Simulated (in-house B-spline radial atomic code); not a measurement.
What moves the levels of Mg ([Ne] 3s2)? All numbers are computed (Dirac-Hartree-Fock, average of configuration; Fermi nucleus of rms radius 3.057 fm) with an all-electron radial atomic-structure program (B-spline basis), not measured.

Baseline run (computed): total energy -199.9351 hartree, 1s1/2 at -49.12664 hartree, 3s1/2 at -6.8965 eV with <r> = 3.248 bohr.

Scaling the speed of light c (a factor of 100 is close to the non-relativistic limit):

| c/c0 | ΔE (hartree) | 3s1/2 level (eV) | 3s1/2 <r> (bohr) |
| --- | --- | --- | --- |
| 0.95 | -0.034771 | -6.89768 | 3.247 |
| 0.98 | -0.013268 | -6.89696 | 3.248 |
| 1.02 | 0.012491 | -6.89611 | 3.248 |
| 2 | 0.24061 | -6.88856 | 3.252 |
| 100 | 0.32049 | -6.88591 | 3.253 |

Changing the nucleus:

```json
{"nucleus": "Gaussian nucleus of rms radius 0.01 fm", "ΔE (eV)": "-0.00265"}
{"nucleus": "Fermi nucleus of rms radius 2.9959 fm", "ΔE (eV)": "-0.000104"}
{"nucleus": "Fermi nucleus of rms radius 3.1181 fm", "ΔE (eV)": "0.000106"}
```

A larger nucleus binds the electrons less, roughly as the density at the nucleus times the change of the nuclear <r²>. A radius of 0.01 fm is nearly a point.

(1) The nuclear charge is raised by 0.1. What does the Hellmann-Feynman theorem predict for the energy, and what is found?

Results:

(1) dE/dZ ≈ -Σ<1/r>, which is -40.037 at the start and -40.4694 at the end; their mean times 0.1 is -4.0253 hartree, and the two runs differ by -4.0253 hartree.
